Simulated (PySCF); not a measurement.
SiH2Br2, optimised at B3LYP/6-31G*:

```xyz
5

Si    -0.0140    -0.0051    -0.0401
Br    -0.0157     0.9198    -2.0734
Br    -0.0249    -2.2366    -0.1428
H      1.2177     0.4180     0.6576
H     -1.2376     0.4296     0.6649
```

Method: PySCF energies (xtb for GFN2) plus ideal-gas RRHO corrections (1 bar). 6-31G* has spherical d functions here. All species are closed-shell singlets. B3LYP is the form with VWN-RPA correlation. Br: all electrons, no relativistic terms.

List the harmonic frequencies (cm⁻¹, unscaled) at this level and at the other levels, each on its own geometry.


- B3LYP/6-31G*: 117, 387, 459, 549, 693, 856, 949, 2292, 2313
- GFN2-xTB: 100, 393, 458, 475, 593, 715, 757, 2403, 2412
- HF/6-31G*: 129, 417, 491, 603, 761, 938, 1035, 2458, 2472
- PBE/def2-SVP: 114, 387, 458, 527, 656, 812, 901, 2190, 2208
- PBE0/def2-TZVP: 118, 400, 471, 548, 684, 835, 936, 2265, 2282
